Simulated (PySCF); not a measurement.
Two-component Hartree-Fock for Ba²⁵⁺ (barium, charge +25)

Start: [Ar] 3d10 4s2 4p1; 4p3/2 filled at m_j = +3/2. Calculated with PySCF 2.14 in an even-tempered Gaussian basis (17 s from 1.9 bohr⁻², ratio 2.8; 13 p from 2.5 bohr⁻², ratio 2.8; 8 d from 4.5 bohr⁻², ratio 2.8; 4 f from 12 bohr⁻², ratio 3): generalised Hartree-Fock with the X2C-1e Hamiltonian and a Gaussian nucleus; one run each with spin-orbit coupling (SO) screened by Boettger's factors, then bare. This is a chosen level, not necessarily the ground level.

```csv
spinor shell,electrons,"ε, screened SO (eV)","ε, bare SO (eV)",weight of nominal j (bare SO),"rms radius, bare SO (bohr)"
1s1/2,2,-38426.7,-38426.4,1.000,0.0292
2s1/2,2,-6839.6,-6839.5,1.000,0.119
2p1/2,2,-6478.4,-6489.3,1.000,0.102
2p3/2,4,-6092.6,-6088.3,1.000,0.108
3s1/2,2,-2064.6,-2064.6,1.000,0.306
3p1/2,2,-1910.7,-1912.9,1.000,0.298
3p3/2,4,-1832.2,-1831.4,1.000,0.310
3d3/2,4,-1572.1,-1574.3,0.999,0.280
3d5/2,6,-1555.5,-1554.1,1.000,0.283
4s1/2,2,-895.71,-895.71,1.000,0.661
4p3/2,1,-822.17,-821.93,1.000,0.688
```

```tsv
quantity	screened SO	bare SO
E (hartree)	-7835.36416	-7835.60339
M_J	3/2	3/2
⟨J²⟩	3.752	3.752
⟨L²⟩	2.019	2.020
⟨S²⟩	0.768	0.769
```

Each row is a mean over spinors that exchange with the open shell spreads, by up to 8.567 eV (4s1/2).

Breit and QED terms are absent; they matter most for the inner s and p1/2 levels.

Densities and radii are taken from the X2C orbitals without a picture-change correction, which distorts them close to the nucleus.
